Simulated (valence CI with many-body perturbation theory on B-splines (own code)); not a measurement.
**Questions on Pt LXXIV**

Calculated by relativistic CI+MBPT: three valence electrons over a frozen Dirac-Fock core [He], a basis of 11 s, 11 p, 10 d, 8 f, 5 g, 2 h functions for each j, with the one-electron correlation potential Σ1 (screened to all orders), the two-electron term Σ2, the three-electron term Σ3, Breit, model QED; selected single and double excitations, second order for the rest, scaled by the run's own slope (own B-spline code, finite nucleus).

No measured spectrum was set against this ion. As an estimate, large intervals hold to a few tenths of a per cent, small ones and those within an open d or f shell to about a per cent.

Levels are named by their leading jj configuration (3d3/2^4 stands for four electrons in 3d with j = 3/2), which in mixed levels can hold well under half, so a name can repeat and another be missing.

Rates and lifetimes use the calculated energies. Strong lines usually hold to 10 to 20 %, long lifetimes can be off by a factor of two.

Q: What is the ground level?

A: (2s^2 2p1/2) J=1/2, composition 100 % 2s2 2p 2P°, g = 0.609.

Q: Among levels below 17699 eV, which E1 lines absorb most strongly from the ground level?

A: to (2s^2 3d3/2) J=3/2 at 0.09727 nm, f = 0.546; to (2s 2p1/2 3p1/2) J=3/2 at 0.1004 nm, f = 0.194; to (2s 2p1/2 2p3/2) J=3/2 at 0.5643 nm, f = 0.189.

Q: What is the ionisation energy?

A: 21273 eV; NIST lists 21280 ± 90 eV (theoretical).

Q: Where does the other parity begin?

A: At (2s 2p1/2^2) J=1/2, 298 eV.

Q: Name the longest-lived excited levels whose lifetime is computed, and their main decay.

A: (2s 2p1/2 2p3/2) J=5/2 at 2116 eV lives 98.4 ps, mostly by E1 to (2s^2 2p3/2) J=3/2; (2s 2p1/2^2) J=1/2 at 298 eV lives 34.1 ps, mostly by E1 to (2s^2 2p1/2) J=1/2; (2s^2 2p3/2) J=3/2 at 1864 eV lives 10.1 ps, mostly by E1 to (2s 2p1/2^2) J=1/2.

Q: How well does LS coupling describe the low levels?

A: Among the lowest 20 levels the leading LS term, summed over configurations, holds 76 % on average. For single configurations the figures are 75 % in LS and 99 % in jj coupling. Terms mix most in the J = 1/2 level at 298 eV, where the leading one holds 48 %.
